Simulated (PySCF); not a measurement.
## Substituent chemical shifts

Parent skeleton `[CH3:1][CH2:2][CH:3]1[CH2:4][CH:5]1[SiH3:6]`; one hydrogen on atom 5 is replaced by X. Hydrogens on one atom are averaged.

PySCF calculation with GFN2-xTB geometry and GIAO PBE0/pcSseg-1 shieldings; averaged over atoms made equivalent by symmetry, fast rotation or ring inversion, single conformer, isolated molecule, non-relativistic.

δ = σ(ref) − σ, references computed at the same level: ¹³C (σ = 186.93 ppm) and ²⁹Si (σ = 349.16 ppm) and ¹H (σ = 31.72 ppm) vs TMS.

Parent (X = H): C1 16.8, C2 33.7, C3 22.3, C4 11.9, C5 0.0, Si6 -61.8, H(C1) 1.13, H(C2) 1.29, H(C3) 0.51 ppm. Effects are Δδ = δ(X) − δ(H), positive for deshielding.

Q: Order these by the shift of C3, most shielded first.
A. X = Cl
B. X = F
C. X = CH2Cl
D. X = N=CH2

A: C (+4.1 ppm), B (+6.0 ppm), D (+9.4 ppm), A (+11.0 ppm).
